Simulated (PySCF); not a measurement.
1-methyl-2,5-dihydropyrrole (C5H9N), SMILES CN1CC=CC1.

Coordinates come from a B3LYP-D3(BJ)/def2-SVP optimisation. Other conformers were not sampled.

Two levels are set side by side: PBE/def2-TZVP (PySCF) and r2SCAN/def2-TZVP (PySCF). Same geometry, gas phase. Differences are taken from unrounded values.

| quantity | r2SCAN | PBE | PBE minus r2SCAN |
|---|---|---|---|
| orbital gap (eV) | 4.36 | 3.90 | -0.46 |
| highest occupied level (eV) | -4.75 | -4.53 | 0.22 |
| lowest empty level (eV) | -0.39 | -0.63 | -0.24 |
| dipole moment (D) | 0.47 | 0.43 | -0.04 |
| mean polarisability (bohr³) | 67.6 | 68.9 | 1.4 |

Rough cost on one machine, each run with all the roots and properties that it gave: r2SCAN against PBE about 4 times.
